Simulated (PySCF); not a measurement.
## C: excitation energy

C [He] 2s2 2p2 (3P) → C [He] 2s1 2p3 (5S), as a difference of total energies. Calculation: PySCF 2.14, in x2c-QZVPPall; scalar relativity by spin-free X2C-1e. Correlated levels: valence: 1s2 frozen. The calculations carry no spin-orbit coupling.

| method | excitation energy (eV) |
| --- | --- |
| UHF | 2.583 |
| MP2 (valence) | 3.758 |
| SCS-MP2 (valence) | 4.349 |
| CCSD (valence) | 4.088 |
| CCSD(T) (valence) | 4.142 |

**Question.** How much does correlation contribute at CCSD(T) (valence)?

**Answer.** 4.142 − (2.583) = 1.559 eV, measured against UHF.

Errors of the correlated levels include the incompleteness of this basis and the frozen core.

For comparison: 4.179 eV (measured; NIST levels, between the centres of gravity of the two terms).
